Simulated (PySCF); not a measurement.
Working out the ionisation energy of Sn⁺

Sn⁺ [Kr] 4d10 5s2 5p1 (2P) → Sn²⁺ [Kr] 4d10 5s2 (1S). Computed with PySCF 2.14 in aug-cc-pwCVTZ-PP with ECP28MDF (8s7p6d4f1g, 96 functions), with a scalar-relativistic core potential. Frozen: nothing. Energies in hartree (1 hartree = 27.21139 eV):

| part | Sn⁺ (lower) | Sn²⁺ (upper) |
| --- | --- | --- |
| UHF | -213.088951 | -212.583342 |
| MP2 opposite-spin | -0.505725 | -0.497765 |
| MP2 same-spin | -0.249896 | -0.243685 |

What does Hartree-Fock give?

(-212.583342) − (-213.088951) = 0.505609 hartree = 13.758 eV.

What do MP2 and SCS-MP2 (6/5 opposite-spin, 1/3 same-spin) give?

The opposite-spin parts differ by 0.217 eV and the same-spin parts by 0.169 eV. MP2: 13.758 + (0.217) + (0.169) = 14.144 eV. SCS-MP2: 13.758 + 1.2 × (0.217) + (0.169)/3 = 14.075 eV.

Measured between the centres of the two terms (NIST): 14.282 eV, so MP2 (valence and next inner shell) is off by -0.138 eV.

What remains against the reference includes basis incompleteness and correlation beyond second order.
